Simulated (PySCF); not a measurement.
Computed shifts of a molecule C10H8Se, PySCF with B3LYP/pcSseg-1, GIAO, gas phase, equivalent atoms averaged, in ppm (number of nuclei): ¹³C: 167.9 (1), 144.9 (1), 144.5 (1), 136.9 (1), 136.9 (2), 135.7 (1), 135.2 (1), 133.0 (1), 130.8 (1). ¹H: 7.87 (1), 7.69 (1), 7.68 (1), 7.62 (2), 7.50 (1), 7.48 (1), 7.32 (1). References: ¹³C against TMS (σ = 181.3 ppm); ⁷⁷Se against Me2Se (σ = 1647.9 ppm); ¹H against TMS (σ = 31.68 ppm), references at their B3LYP-D3(BJ)/def2-TZVP geometries, non-relativistic. Geometry optimised at PBE0-D3(BJ)/def2-SVP. Other conformers were not sampled.

Q: Identify the compound among the candidates.
(A) C#Cc1[se]cc(C=C)c1C=C
(B) c1ccc(-c2ccc[se]2)cc1
(C) c1ccc(-c2cc[se]c2)cc1

A: B, c1ccc(-c2ccc[se]2)cc1
